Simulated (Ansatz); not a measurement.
Species: C5H4O, SMILES `C#C/C=C1\OC1` (charge 0, multiplicity 1), formula C5H4O.

Problem. How many basis functions does frozen-core CCSD(T)/cc-pVTZ // PBE0-D3(BJ)/def2-TZVP (Ansatz, an electronic-structure program) use, how many core orbitals are frozen, and how many electrons are correlated?

Solution. 236 basis functions and 6 frozen orbitals, which leaves 30 correlated electrons. Core time is of the order of minutes.
